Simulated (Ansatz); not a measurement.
Results of the Gaussian-basis code of Ansatz.

A structure relaxed at PBE0-D4/def2-TZVP, charge 0, multiplicity 1:

```csv
atom,x (Å),y (Å),z (Å)
Cl1,-1.933,0.898,1.478
C2,-0.228,1.112,0.917
C3,0.607,-0.085,1.333
C4,0.253,-1.342,0.552
C5,0.326,-1.100,-0.950
C6,-0.555,0.071,-1.363
C7,-0.202,1.330,-0.585
H8,0.108,2.010,1.437
H9,1.656,0.179,1.142
H10,0.510,-0.249,2.408
H11,-0.760,-1.659,0.822
H12,0.924,-2.155,0.842
H13,0.035,-2.003,-1.493
H14,1.366,-0.889,-1.232
H15,-1.605,-0.180,-1.182
H16,-0.458,0.264,-2.435
H17,0.819,1.643,-0.841
H18,-0.864,2.157,-0.851
```

(1) Give its formula and SMILES.

(2) Point group (tolerance 0.08 Å, 0.16 Å for H)?

(3) Summarise the bond lengths by kind.

Answers

(1) C6H11Cl, `ClC1CCCCC1`.

(2) Cs.

(3) 1 × C–Cl 1.808 Å; 6 × C–C 1.518 to 1.523 Å; 11 × C–H 1.090 to 1.098 Å.
